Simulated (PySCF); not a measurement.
**Bond curve of SeCl**

Set-up: Se cc-pVTZ-PP with ECP10, Cl cc-pV(T+d)Z; scalar-relativistic core potentials (PySCF 2.14). Energies in eV from Se + Cl in their ground configurations at the same level. State: ²Π (doublet), unpaired electrons π ↑.

All columns are PBE0. A positive dipole means Se(−)Cl(+).

```json
{"R (Å)": "1.828", "E (eV)": "-1.570", "μ (D)": "0.32", "Mulliken charge on Se (basis-dependent)": "0.03", "HOMO (eV)": "-6.07", "LUMO (eV)": "-3.78", "Mayer bond order": "1.41", "⟨S²⟩": "0.75"}
{"R (Å)": "1.913", "E (eV)": "-2.294", "μ (D)": "0.02", "Mulliken charge on Se (basis-dependent)": "0.07", "HOMO (eV)": "-6.29", "LUMO (eV)": "-3.99", "Mayer bond order": "1.34", "⟨S²⟩": "0.75"}
{"R (Å)": "1.998", "E (eV)": "-2.681", "μ (D)": "-0.28", "Mulliken charge on Se (basis-dependent)": "0.10", "HOMO (eV)": "-6.50", "LUMO (eV)": "-4.18", "Mayer bond order": "1.29", "⟨S²⟩": "0.75"}
{"R (Å)": "2.062", "E (eV)": "-2.813", "μ (D)": "-0.52", "Mulliken charge on Se (basis-dependent)": "0.12", "HOMO (eV)": "-6.65", "LUMO (eV)": "-4.31", "Mayer bond order": "1.25", "⟨S²⟩": "0.75"}
{"R (Å)": "2.126", "E (eV)": "-2.846", "μ (D)": "-0.75", "Mulliken charge on Se (basis-dependent)": "0.14", "HOMO (eV)": "-6.78", "LUMO (eV)": "-4.43", "Mayer bond order": "1.22", "⟨S²⟩": "0.75"}
{"R (Å)": "2.190", "E (eV)": "-2.805", "μ (D)": "-0.97", "Mulliken charge on Se (basis-dependent)": "0.15", "HOMO (eV)": "-6.92", "LUMO (eV)": "-4.55", "Mayer bond order": "1.19", "⟨S²⟩": "0.75"}
{"R (Å)": "2.275", "E (eV)": "-2.667", "μ (D)": "-1.27", "Mulliken charge on Se (basis-dependent)": "0.17", "HOMO (eV)": "-7.08", "LUMO (eV)": "-4.68", "Mayer bond order": "1.15", "⟨S²⟩": "0.75"}
{"R (Å)": "2.381", "E (eV)": "-2.407", "μ (D)": "-1.61", "Mulliken charge on Se (basis-dependent)": "0.19", "HOMO (eV)": "-7.26", "LUMO (eV)": "-4.83", "Mayer bond order": "1.11", "⟨S²⟩": "0.76"}
{"R (Å)": "2.509", "E (eV)": "-2.027", "μ (D)": "-1.99", "Mulliken charge on Se (basis-dependent)": "0.21", "HOMO (eV)": "-7.45", "LUMO (eV)": "-4.98", "Mayer bond order": "1.07", "⟨S²⟩": "0.76"}
{"R (Å)": "2.679", "E (eV)": "-1.488", "μ (D)": "-2.40", "Mulliken charge on Se (basis-dependent)": "0.22", "HOMO (eV)": "-7.64", "LUMO (eV)": "-5.12", "Mayer bond order": "1.01", "⟨S²⟩": "0.78"}
```

A fit through these points gives, at Re = 2.120 Å, μ = -0.72 D and dμ/dR = -3.59 D/Å; the reduced mass is 24.33 u.

Task: How strong is the fundamental in the double-harmonic approximation, I = 42.26·(dμ/dR)²/μred km/mol?

Result: I = 42.26·(-3.59)²/24.33 = 22.4 km/mol at PBE0.

Spin–orbit coupling is left out. The state is the lowest determinant that a PBE0 search found; another state may lie lower at other levels.
